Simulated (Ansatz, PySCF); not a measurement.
Stretching the Se4–H5 bond in CdH2OSe (SMILES [OH][Cd][SeH]) (multiplicity 1 held, fragments rigid). Energies count from the point at 1.473 Å.
Geometry at that point (charge 0, multiplicity 1):
```xyz
5

Cd     0.4354    -0.5866    -0.1057
O      1.5014    -2.2292    -0.4538
H      2.3793    -2.1969    -0.0591
Se    -0.9919     1.3929     0.2152
H     -1.5669     0.8277     1.4481
```

U- levels take the lowest unrestricted solution at each point, which mixes spins at long bonds. Active spaces are followed from a long bond inwards. Left out are points that failed, MP2 points in a non-variational dive below the minimum, coupled-cluster points behind a sign of a changed root (a jump of the amplitudes, or a one-step jump against full CI or MRCI), small-basis points behind a change of solution, and semi-empirical points at long bonds. Curves can end on different states.

Correlated levels freeze the cores. Filled d and f shells under p-block atoms count as core. Rows in 3-21G carry no dispersion term and start afresh at each structure; the Pople sets are all-electron and without relativity.

Run with Ansatz (a quantum-chemistry and plane-wave program) with Gaussian orbitals; PySCF for 3-21G rows. Each number belongs to the level named beside it. In def2 rows elements past Kr take small-core potentials, without spin–orbit coupling.

Energies in kcal/mol.

| R (Å) | R-HF/3-21G | U-B3LYP/def2-TZVPP | U-CCSD/def2-TZVPP | FIC-NEVPT4(SD) on CASSCF(4,3)/def2-TZVPP | FIC-MRCISD+Q on CASSCF(4,3)/def2-TZVPP |
|---|---|---|---|---|---|
| 1.179 | 34.8 | 35.2 | 35.3 | 36.4 | 35.4 |
| 1.326 | 6.8 | 6.7 | 6.5 | 7.0 | 6.6 |
| 1.473 | 0.0 | 0.0 | 0.0 | 0.0 | 0.0 |
| 1.621 | 3.6 | 4.2 | 4.6 | 4.2 | 4.4 |
| 1.768 | 12.5 | 13.5 | 14.2 | 13.4 | 13.8 |
| 1.989 | 30.1 | 30.7 | 32.0 | 30.0 | 30.6 |
| 2.210 | 49.4 | 48.0 | 49.6 | 45.6 | 46.2 |
| 2.578 | 79.7 | 68.8 | 70.3 | 64.6 | 65.1 |
| 2.946 | 105.1 | 77.3 | 78.3 | 74.8 | 75.1 |
| 3.388 | 128.8 | 80.9 | 80.8 | 79.7 | 80.0 |
| 3.978 | 151.0 | 82.2 | 81.5 | 81.5 | 81.7 |
| 4.714 | left out | 82.6 | 81.6 | 81.9 | 82.1 |

Doubts at one or more of the structures used: a restricted determinant that unrestricted orbitals would lower (R-HF/3-21G); a spin-contaminated determinant (U-B3LYP/def2-TZVPP, U-CCSD/def2-TZVPP); T1 above 0.05 (U-CCSD/def2-TZVPP); the program's own flag: other amplitudes (U-CCSD/def2-TZVPP); active orbitals that take no part (FIC-NEVPT4(SD) on CASSCF(4,3)/def2-TZVPP, FIC-MRCISD+Q on CASSCF(4,3)/def2-TZVPP).
